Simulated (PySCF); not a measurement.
A calculated (LDA, PySCF 2.14, aug-cc-pV(T+d)Z, no relativity, point nucleus) atom or ion has these occupied shells.

```json
{"shell": "1s α", "electrons": "1", "orbital energy (eV)": "-3129.3", "rms radius, mean of both spins (bohr)": "0.1000"}
{"shell": "1s β", "electrons": "1", "orbital energy (eV)": "-3128.7", "rms radius, mean of both spins (bohr)": "0.1000"}
{"shell": "2s α", "electrons": "1", "orbital energy (eV)": "-325.14", "rms radius, mean of both spins (bohr)": "0.454"}
{"shell": "2s β", "electrons": "1", "orbital energy (eV)": "-324.46", "rms radius, mean of both spins (bohr)": "0.454"}
{"shell": "2p α", "electrons": "3", "orbital energy (eV)": "-261.34", "rms radius, mean of both spins (bohr)": "0.421"}
{"shell": "2p β", "electrons": "3", "orbital energy (eV)": "-260.61", "rms radius, mean of both spins (bohr)": "0.421"}
{"shell": "3s α", "electrons": "1", "orbital energy (eV)": "-51.877", "rms radius, mean of both spins (bohr)": "1.42"}
{"shell": "3p α", "electrons": "3", "orbital energy (eV)": "-37.005", "rms radius, mean of both spins (bohr)": "1.58"}
{"shell": "3p β", "electrons": "2", "orbital energy (eV)": "-34.610", "rms radius, mean of both spins (bohr)": "1.58"}
```

Problem. Name the element and its charge.

Solution. Ar(2+) (argon, charge +2), in [Ne] 3s1 3p5, high-spin 3P determinant (an excited configuration).
